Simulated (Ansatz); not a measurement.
Species: C₂H₂N₃, charge 0, doublet. C2H2N3 (SMILES [c]1nc[nH]n1, doublet).
B3LYP-D3(BJ)/def2-TZVP minimum from Ansatz (a first-principles code):
```
N
H 1 1.0070
C 1 1.3462 2 129.69
N 3 1.3256 1 109.70 2 180.00
C 4 1.3330 3 101.72 1 0.00
N 5 1.3022 4 118.32 3 0.00
H 3 1.0780 4 126.56 5 180.00
```
Charge 0, spin multiplicity 2.

Total energies in hartree (Ansatz). Open shells are spin-unrestricted; no spin-orbit coupling. Correlated methods leave the cores frozen. No relativity. Where a partner has so few electrons that a lower coupled-cluster level is exact, that level stands in. The UHF reference of C2H2N3 ([c]1nc[nH]n1, doublet) is spin-contaminated (<S^2> up to 0.16 over the pure value in the sets run).

```tsv
species	HF/cc-pVTZ	CCSD(T)/cc-pVTZ	HF/cc-pVQZ	CCSD(T)/cc-pVQZ	CCSD(T)/cc-pVDZ	CCSDT(Q)/cc-pVDZ
1: C2H2N3 (SMILES [c]1nc[nH]n1, doublet)	-240.23070	-241.15814	-240.24744	-241.22911	-240.93107	-240.93485
2: C (triplet)	-37.69157	-37.78076	-37.69331	-37.78654	-37.76038	-37.76071
3: N (quartet)	-54.40069	-54.51471	-54.40372	-54.52482	-54.47850	-54.47866
4: H (doublet)	-0.49981	-0.49981	-0.49995	-0.49995	-0.49928	-0.49928
```

Problem. Work out the atomisation energy (electronic, to ground-state atoms) in kJ/mol: take Hartree-Fock from cc-pVQZ, extrapolate the CCSD(T) correlation energy as X^-3 (X = 3, 4), and add CCSDT(Q) - CCSD(T) in cc-pVDZ. 1 hartree = 2625.5 kJ/mol.

Solution. 
Species 1: correlation (64·(-0.98167) - 27·(-0.92744))/37 = -1.02124; step -0.00378; E1 = -240.24744 + (-1.02124) + (-0.00378) = -241.27246
Species 2: correlation (64·(-0.09323) - 27·(-0.08919))/37 = -0.09618; step -0.00033; E2 = -37.69331 + (-0.09618) + (-0.00033) = -37.78982
Species 3: correlation (64·(-0.12110) - 27·(-0.11402))/37 = -0.12627; step -0.00016; E3 = -54.40372 + (-0.12627) + (-0.00016) = -54.53015
Species 4: correlation (64·(0.00000) - 27·(0.00000))/37 = 0.00000; step +0.00000; E4 = -0.49995 + (0.00000) + (+0.00000) = -0.49995
-1·E1 +2·E2 +3·E3 +2·E4 = 1.10247 hartree = 2894.5 kJ/mol.
